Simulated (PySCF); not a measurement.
Dissociation curve of H₃FGe, SMILES [F][GeH3], singlet. The Ge1–F5 bond (Ge1 also carries H, H, H; F5 carries nothing else) is pulled apart rigidly from the PBE0/def2-TZVP optimised geometry.

Levels of theory: RKS-B3LYP = restricted B3LYP/cc-pVDZ run with PySCF; RHF/STO-3G = restricted Hartree-Fock/STO-3G (PySCF); UCCSD(T) = PySCF 2.14.0 with CCSD(T) on UHF/cc-pVDZ, 10 core orbitals frozen.

Energies relative to the lowest point of each curve near equilibrium, in mEh:

| R / Å | RKS-B3LYP | RHF/STO-3G |
|---|---|---|
| 1.40 | 137.8 | 73.5 |
| 1.47 | 77.9 | 38.4 |
| 1.57 | 28.0 | 10.6 |
| 1.62 | 14.0 | 3.8 |
| 1.74 | 0.0 | 0.8 |
| 1.90 | 6.5 | 17.8 |
| 2.03 | 22.0 | 43.0 |
| 2.16 | 41.0 | 74.5 |
| 2.34 | 68.6 | 122.9 |
| 2.60 | 105.1 | 192.8 |
| 2.85 | 134.6 | 251.3 |
| 3.50 | 187.3 | 346.5 |

Task: Predict the corresponding UCCSD(T) column.

Result: 1.40: 138.4; 1.47: 78.0; 1.57: 27.7; 1.62: 13.8; 1.74: 0.0; 1.90: 7.3; 2.03: 23.8; 2.16: 44.0; 2.34: 72.9; 2.60: 113.6; 2.85: 143.8; 3.50: 178.4 (mEh).

At the longest distance RKS-B3LYP leaves fractional charges on the fragments, a sign of delocalisation error or of the restricted form. The restricted form behind RKS-B3LYP, RHF/STO-3G keeps the bonding electrons paired and can't separate into open-shell fragments. The unrestricted determinant behind UCCSD(T) is spin-contaminated at 2.60 to 6.15 Å (<S²> up to 1.0, against 0.00 for a pure singlet).
